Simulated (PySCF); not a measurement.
A mixed set of molecules. Level of theory: PySCF 2.14.0, density-fitted response routines, TDDFT PBE0/def2-SVPD, vertical, gas phase, core orbitals frozen in the response. Geometries: GFN2-xTB; one conformer of each isolated species. Triplets are in the Tamm–Dancoff approximation.

Question: Rank by computed lowest singlet excitation energy, highest first.
A. `N[SiH2][C@H]1CCC=C1F` (C5H10FNSi)
B. `c1(cc(cccc1F)=O)F` (C7H4F2O)
C. `CC=S` (C2H4S)
D. `N[SiH2][C@@H]1CC=C[C@@H]1F` (C5H10FNSi)

Answer: D (6.29 eV), A (5.97 eV), B (3.56 eV), C (2.48 eV).

```json
{"SMILES": "N[SiH2][C@@H]1CC=C[C@@H]1F", "S1 (eV)": "6.29", "T1 (eV)": "4.41", "f (S1)": "0.011", "α (au)": "89.0", "first f ≥ 0.01 (nm)": "197", "S1 mainly": "H→L (62%)"}
{"SMILES": "N[SiH2][C@H]1CCC=C1F", "S1 (eV)": "5.97", "T1 (eV)": "4.26", "f (S1)": "0.060", "α (au)": "89.8", "first f ≥ 0.01 (nm)": "208", "S1 mainly": "H→L (84%)"}
{"SMILES": "O=c1cccc(F)c(F)c1", "S1 (eV)": "3.56", "T1 (eV)": "2.36", "f (S1)": "0.000", "α (au)": "88.5", "first f ≥ 0.01 (nm)": "325", "S1 mainly": "H-1→L (100%)"}
{"SMILES": "CC=S", "S1 (eV)": "2.48", "T1 (eV)": "1.95", "f (S1)": "0.000", "α (au)": "47.4", "first f ≥ 0.01 (nm)": "207", "S1 mainly": "H→L (100%)"}
```

H and L stand for HOMO and LUMO.

- `N[SiH2][C@@H]1CC=C[C@@H]1F`: Löwdin shares by element: HOMO nitrogen 60%, hydrogen 15% or more, silicon 14%; LUMO carbon 67% or more, fluorine 6% (atoms not listed hold the other 27%).
- `N[SiH2][C@H]1CCC=C1F`: Löwdin shares by element: HOMO carbon 70% or more (atoms not listed hold the other 30%); LUMO silicon 25%, carbon 19% or more, hydrogen 8% or more (atoms not listed hold the other 47%).
- `O=c1cccc(F)c(F)c1`: Löwdin shares by element: HOMO carbon 39% or more, oxygen 22% (atoms not listed hold the other 39%); LUMO carbon 65% or more (atoms not listed hold the other 35%).
- `CC=S`: S1 has the pattern of n→π* at C=S.
